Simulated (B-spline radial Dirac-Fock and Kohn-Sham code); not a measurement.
## Dipole and non-dipole photoemission parameters of Pr³⁺ 5p1/2

System: praseodymium as Pr³⁺, configuration 1s2 2s2 2p6 3s2 3p6 3d10 4s2 4p6 4d10 4f2 5s2 5p6; threshold 54.51 eV (orbital energy of the model). The computed values come from a radial finite-basis atomic code: Dirac-Hartree-Slater photoionisation with a Latter tail; cross sections with all multipoles, angular parameters from the dipole term and its interference with E2.

The run's input, task.json:

```json
{"items": [{
  "Z": 59,
  "q": 3,
  "cfg": [[1, 0, 2], [2, 0, 2], [2, 1, 6], [3, 0, 2], [3, 1, 6], [3, 2, 10], [4, 0, 2], [4, 1, 6], [4, 2, 10], [4, 3, 2], [5, 0, 2], [5, 1, 6]],
  "A": 141,
  "rrms": 4.8919,
  "do": "xps",
  "hv": [73.7, 76.1, 94.4, 97.5, 200, 229.0, 245.0, 348.0, 357.0, 400, 800, 1440.0, 1486.9, 1650.0, 1860.0, 2000, 2110.0, 2290.0, 2820.0, 2870.0, 3220.0, 3750.0, 4050.0, 4250.0, 4330.0, 6000, 6230.0, 9251.7, 9700.0, 12000]
}]}
```

Command: `python xray2_run.py task.json out`

For linearly polarised light dσ/dΩ = σ/(4π) [1 + β P₂(cos θ) + (δ + γ cos²θ) sin θ cos φ], with θ from the polarisation vector and φ the angle between the beam and the projection of the electron momentum on the plane normal to the polarisation.

```tsv
hν (eV)	σ (kb)	β	γ	δ
73.7	230	0.766	0.348	-0.031
76.1	?	?	?	?
94.4	127	0.133	0.202	-0.012
97.5	119	0.070	0.177	-0.009
200	43.2	0.528	0.022	0.033
229	37.5	0.716	0.081	0.030
245	35.1	0.805	0.110	0.028
348	25.5	1.203	0.238	0.017
357	24.8	1.226	0.243	0.016
400	22.0	1.317	0.263	0.013
800	9.15	1.639	0.163	0.001
1440	3.69	1.717	-0.002	-0.002
1486.9	3.50	1.718	-0.007	-0.002
1650	2.92	1.719	-0.019	-0.002
1860	2.36	1.716	-0.022	-0.002
2000	2.07	1.713	-0.018	-0.002
2110	1.88	1.710	-0.013	-0.002
2290	1.61	1.704	0.000	-0.002
2820	1.08	1.683	0.061	-0.002
2870	1.04	1.681	0.068	-0.002
3220	0.829	1.666	0.120	-0.001
3750	0.606	1.642	0.207	0.000
4050	0.515	1.629	0.259	0.001
4250	0.464	1.620	0.294	0.002
4330	0.446	1.616	0.308	0.003
6000	0.215	1.546	0.595	0.012
6230	0.197	1.537	0.632	0.013
9251.7	0.0760	1.431	1.071	0.036
9700	0.0674	1.417	1.129	0.039
12000	0.0390	1.351	1.393	0.060
```

Question: Give the values at 76.1 eV.

Answer: σ = 214 kb, β = 0.696, γ = 0.325, δ = -0.029.
